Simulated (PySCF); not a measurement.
Species: (NaF)3 ring, Na3F3.
Z-matrix (Å and degrees, PBE0-D3(BJ)/def2-SVP geometry), rows numbered from 1:
```
Na
F   1  2.0204
Na  2  2.0193  1  117.43
F   3  2.0196  2  121.42  1    -0.35
Na  4  2.0218  3  118.25  2     2.69
F   5  2.0206  4  123.17  3    -2.90
```

The closed-shell ground state was solved at several levels (PySCF, density fitting, gas phase, non-relativistic).

```tsv
level	basis functions	HOMO (eV)	LUMO (eV)	gap (eV)	dipole (D)
PBE0/def2-SVPD	123	-8.15	-0.42	7.73	0.20
KT2/pcSseg-1	99	-5.84	-0.86	4.98	0.19
```

(1) Estimate the row for PBE0/pcSseg-1, a basis of 99 functions; the other rows only guide the guess.

(2) Over all these levels, which gives the widest orbital gap and which the narrowest?

(3) How far do the dipole and the HOMO energy spread over the levels?

Results:

(1) HOMO -7.65 eV, LUMO -0.35 eV, gap 7.30 eV, dipole 0.20 D.

(2) PBE0/def2-SVPD (global hybrid, 25 % exact exchange) has the widest, 7.73 eV, and KT2/pcSseg-1 (GGA) the narrowest, 4.98 eV. Functional and basis both differ between the two, so the spread mixes both effects.

(3) The dipole runs from 0.19 to 0.20 D (mean 0.20 D) and the HOMO from -8.15 to -5.84 eV.

One conformer stands for the species.
